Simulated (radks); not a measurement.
Problem. Radial electron density D(r) = 4 pi r^2 rho(r) of an atom or ion with 40 electrons. Method: Dirac Kohn-Sham, PBE, spin-unpolarised, spherical densities, point nucleus; computed with a radial shooting solver on a logarithmic mesh with Libxc functionals.

```
   r/bohr * D(r) (the largest magnitude, 104, reaches the edge; | marks zero)
 0.001373 |  *
 0.001759 |   *
 0.002254 |     *
 0.002888 |        *
 0.003701 |            *
 0.004743 |                 *
 0.006078 |                       *
 0.007788 |                             *
 0.009981 |                                   *
  0.01279 |                                        *
  0.01639 |                                          *
    0.021 |                                        *
  0.02691 |                                      *
  0.03449 |                                     *
   0.0442 |                                         *
  0.05664 |                                                  *
  0.07258 |                                                      *
    0.093 |                                                 *
   0.1192 |                                        *
   0.1527 |                                        *
   0.1957 |                                              *
   0.2508 |                                         *
   0.3214 |                        *
   0.4118 |               *
   0.5278 |               *
   0.6763 |           *
   0.8667 |   *
    1.111 |*
    1.423 *
    1.824 *
```

What is the nuclear charge?

Solution. Z = 60. The innermost maximum, from 1s, lies near gamma/Z bohr with gamma = sqrt(1 - (Z/c)^2) = 0.899, here 0.015 bohr (found: 0.0165), and its height grows with Z. The density is that of the neodymium ion Nd20+ in [Kr] 4d4; the configuration itself is not fixed sharply by these data, and Z only to a few units. D(r) has 4 maxima, at r = 0.0165, 0.0726, 0.205, 0.524 bohr, and minima at 0.0318, 0.135, 0.439 bohr, inside which lie 2.01, 11.17, 29.31 electrons.
